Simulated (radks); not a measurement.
Isoelectronic series with 35 electrons, each ion in its NIST ground configuration. Calculated with a radial shooting solver on a logarithmic mesh with Libxc functionals: scalar-relativistic Kohn-Sham, PBE, spin-polarised, spherical densities, point nucleus; open shells are filled with parallel spins first (spin-orbit coupling, left out, can overturn this in heavy ions). Total energies (hartree) and orbital eigenvalues (eV):

ion,configuration,E (hartree),4p down,4p up,4s down
Br,[Ar] 3d10 4s2 4p5,-2606.41965,-7.4524,-8.2043,-19.7090
Rb2+,[Ar] 3d10 4s2 4p5,-2980.03836,-33.2142,-34.1978,-49.8350
Nb6+,[Ar] 3d10 4s2 4p5,-3810.97372,-111.0410,-112.4094,-136.7866
Tc8+,[Ar] 3d10 4s2 4p5,-4268.57565,-161.6933,-163.2377,-192.2571
Rh10+,[Ar] 3d10 4s2 4p5,-4754.54830,-219.8275,-221.5421,-255.4334
Ag12+,[Ar] 3d10 4s2 4p5,-5269.14636,-285.3300,-287.2111,-326.2433
In14+,[Ar] 3d10 4s2 4p5,-5812.65311,-358.1382,-360.1834,-404.6672
Sb16+,[Ar] 3d10 4s2 4p5,-6385.37857,-438.2204,-440.4280,-490.7186
I18+,[Ar] 3d10 4s2 4p5,-6987.65907,-525.5652,-527.9338,-584.4345
Cs20+,[Ar] 3d10 4s2 4p5,-7619.8575,-620.1750,-622.7038,-685.8700
Pr24+,[Ar] 3d10 4s2 4p5,-8975.5980,-831.2499,-834.0974,-912.1919
Pm26+,[Ar] 3d10 4s2 4p5,-9700.0081,-947.7637,-950.7703,-1037.256
Eu28+,[Ar] 3d10 4s2 4p5,-10456.0757,-1071.637,-1074.803,-1170.394
Tb30+,[Ar] 3d10 4s2 4p5,-11244.3162,-1202.909,-1206.234,-1311.724
Ho32+,[Ar] 3d10 4s2 4p5,-12065.2820,-1341.622,-1345.106,-1461.376
Tm34+,[Ar] 3d10 4s2 4p5,-12919.5653,-1487.821,-1491.465,-1619.492
Lu36+,[Ar] 3d10 4s2 4p5,-13807.8012,-1641.558,-1645.362,-1786.228
Ta38+,[Ar] 3d10 4s2 4p5,-14730.6721,-1802.885,-1806.850,-1961.752

Estimate the row of La22+ ([Ar] 3d10 4s2 4p5).

Answer. E (hartree) -8282.3642; 4p down -722.0629; 4p up -724.7512; 4s down -795.0949.
